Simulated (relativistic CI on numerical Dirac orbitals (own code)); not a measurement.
**One change at a time: Se²⁶⁺**

Base calculation: Dirac-Coulomb-Breit CI, orbitals from a KLI potential per configuration, a model potential for QED, unscaled Slater integrals.

Configurations in the expansion (outside the closed core 1s2): 2s2.2p4, 2s.2p5, 2p6, 2p5.3s, 2p5.3p, 2p5.3d, 2s2.2p3.3s, 2s2.2p3.3p, 2s2.2p3.3d, 2s.2p4.3s, 2s.2p4.3p, 2s.2p4.3d, 2s2.2p3.4s, 2s2.2p3.4p, 2s2.2p3.4d, 2s2.2p3.4f. Levels of other configurations are missing.

Variants: (1) Breit term removed; (2) one mean potential for all configurations. Shifts of the energy above 2s2.2p4 3P_2, in eV, for the lowest level and the first level of each name with at least 55 % of one term (blank where a level changes its place among those of its configuration and J or its character, or is not in the variant):

| Level | Base | Δ(1) | Δ(2) |
| --- | --- | --- | --- |
| 2s2.2p4 3P_2 | 0.00 | 0.00 | 0.00 |
| 2s2.2p4 3P_0 | 17.81 | -0.53 | -0.01 |
| 2s2.2p4 3P_1 | 40.13 | +0.53 | +0.02 |
| 2s2.2p4 1D_2 | 52.41 | +1.11 | +0.01 |
| 2s.2p5 3P°_2 | 185.41 | -0.18 | +0.03 |
| 2s.2p5 3P°_1 | 205.62 | -0.03 | +0.03 |
| 2s.2p5 3P°_0 | 229.68 | +0.47 | +0.03 |
| 2s.2p5 1P°_1 | 261.09 | +0.45 | +0.03 |
| 2p6 1S_0 | 422.91 | -0.64 | +0.14 |
| 2s2.2p3.3s 5S°_2 | 1575.38 | +1.22 | +1.87 |
| 2s2.2p3.3s 3D°_3 | 1624.99 | +2.73 | +1.91 |
| 2s2.2p3.3s 1D°_2 | 1628.37 | +2.64 | +1.99 |
| 2s2.2p3.3p 5P_3 | 1628.66 | +1.29 | +1.71 |
| 2s2.2p3.3s 3P°_0 | 1639.99 | +1.62 | +1.65 |
| 2s2.2p3.3s 3P°_1 | 1641.54 | +1.71 | +1.69 |
| 2s2.2p3.3p 3P_0 | 1645.49 | +1.16 | +2.02 |
| 2s2.2p3.3p 3F_3 | 1665.87 | +2.07 | +1.76 |
| 2s2.2p3.3s 3P°_2 | 1674.73 | +2.87 | +1.97 |
| 2s2.2p3.3p 3D_3 | 1677.48 | +2.72 | +1.74 |
| 2s2.2p3.3p 3F_4 | 1678.54 | +2.82 | +1.76 |
| 2s2.2p3.3d 5D°_0 | 1679.84 | +0.98 | +1.82 |
| 2s2.2p3.3d 5D°_1 | 1679.94 | +1.22 | +1.83 |

At this charge energies of transitions that change n are usually good to better than 1 %, and those within a shell (Δn = 0) to a few per cent.

Ionisation energy from the two ground configurations alone: base 2816.74 eV; Breit term removed 2818.29 eV. The NIST ASD value (semi-empirical) is 2820 eV.

LS names give the leading component of a level, which can be under half, so a name can repeat, a term be missing and a line seem to break the LS rules.
